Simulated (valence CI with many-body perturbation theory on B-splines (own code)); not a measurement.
## Valence orbitals of Au46+

Level of theory: configuration interaction combined with many-body perturbation theory (CI+MBPT): five valence electrons over a frozen Dirac-Fock core [Ar] 3d10, radial functions for each j: 11 s, 11 p, 10 d, 8 f, 5 g, 2 h, with the one-electron correlation potential Σ1, the two-electron term Σ2, the three-electron term Σ3, Breit, model QED; selected CI, second order for the rest, scaled by the run's own slope (own B-spline code, finite nucleus).

No measured spectrum was set against this ion. As an estimate, large intervals hold to a few tenths of a per cent, small ones and those within an open d or f shell to about a per cent. Among the levels kept, up to 2100 cm⁻¹ of a level comes from second order outside the variational space, and about a tenth of that is noise between levels of different J, which matters for small intervals.

These are the spectroscopic orbitals of the CI (the correlating ones are not listed), shaped by the core and the other valence electrons. h is the expectation value of the core's Dirac-Fock operator, without the valence repulsion; Σ1 is computed up to l = 3 at one energy for each symmetry, that of its lowest orbital but kept below the first core excitation, so for empty shells it is not the orbital's own correlation shift; Breit and QED include the response of the core, and the two lowest orbitals of each symmetry also the frequency dependence of Breit exchange, which makes a step in that column.

```csv
Orbital,h (hartree),Σ1 (cm⁻¹),Breit (cm⁻¹),QED (cm⁻¹),⟨r⟩ (bohr)
4s1/2,-108.09,-14961,18609,14133,0.3630
5s1/2,-64.89,-5437,8297,6457,0.6094
6s1/2,-43.279,-2641,4322,3439,0.9214
7s1/2,-30.921,-1507,2568,2056,1.296
8s1/2,-23.192,-947,1652,1327,1.735
9s1/2,-18.037,-636,1125,906,2.237
4p1/2,-104.02,-16015,29078,879,0.3591
5p1/2,-62.893,-5874,13114,413,0.6117
6p1/2,-42.168,-2898,6947,226,0.9286
7p1/2,-30.241,-1667,4165,137,1.309
8p1/2,-22.746,-1053,2695,88.9,1.752
9p1/2,-17.729,-710,1844,61.1,2.260
4p3/2,-98.705,-13464,16590,1986,0.3801
5p3/2,-60.386,-5233,7592,928,0.6385
6p3/2,-40.786,-2648,4487,507,0.9613
7p3/2,-29.399,-1545,2710,308,1.347
8p3/2,-22.196,-985,1762,201,1.797
9p3/2,-17.35,-668,1211,138,2.310
4d3/2,-92.507,-15624,13109,-632,0.3667
5d3/2,-57.402,-5911,6074,-275,0.6352
6d3/2,-39.13,-2998,3329,-147,0.9662
7d3/2,-28.385,-1753,2027,-87.9,1.361
8d3/2,-21.53,-1120,1326,-56.9,1.819
4d5/2,-91.368,-14624,8294,-42.0,0.3725
5d5/2,-56.849,-5545,3704,0.0,0.6422
6d5/2,-38.819,-2815,2038,5.4,0.9746
7d5/2,-28.193,-1647,1230,5.2,1.371
8d5/2,-21.402,-1054,801,4.2,1.830
4f5/2,-84.805,-14995,5473,-437,0.3377
5f5/2,-53.909,-4827,2334,-205,0.6189
6f5/2,-37.219,-2396,1228,-114,0.9605
7f5/2,-27.221,-1403,733,-70.1,1.365
4f7/2,-84.491,-14260,2350,-209,0.3400
5f7/2,-53.733,-4602,1031,-91.2,0.6217
6f7/2,-37.114,-2293,560,-49.1,0.9638
7f7/2,-27.154,-1346,339,-29.7,1.369
5g7/2,-52.17,,238,-48.1,0.5663
6g7/2,-36.237,,195,-33.0,0.9134
7g7/2,-26.613,,138,-22.5,1.324
5g9/2,-52.098,,1.3,1.8,0.5676
6g9/2,-36.194,,2.4,-3.9,0.9149
7g9/2,-26.586,,0.5,-4.0,1.326
6h9/2,-35.998,,,,0.8234
6h11/2,-35.971,,,,0.8244
```

Among the shells of the start configuration 4s2 4p3, Σ1 is largest in size for 4p1/2, where it is 0.070 % of h.

Lowest root of each symmetry, sizes in configuration state functions:

```
   J  Parity  Roots  Reference  Variational  Second order  Change by selected CI (cm⁻¹)  Change by second order (cm⁻¹)
 1/2    even     13         61        32000       1081215                        -13536                           -264
 3/2    even     20        104        31999       2208681                        -13411                           -508
 5/2    even     19        116        31996       3080284                        -13228                           -726
 7/2    even     12         96        31995       3301033                        -12915                          -1097
 9/2    even      8         67        31999       3021385                        -13216                           -875
11/2    even      2         31        31986       2199136                        -24667                           -365
 1/2     odd     20         92        31999       1118306                        -10583                           -347
 3/2     odd     32        158        31993       2200723                         -9273                           -609
 5/2     odd     33        180        31999       3084282                         -8320                          -1012
 7/2     odd     26        166        31965       3193063                        -21763                          -1295
 9/2     odd     14        122        31998       3032281                        -16616                           -951
11/2     odd      5         74        31983       2275077                        -21823                           -622
```
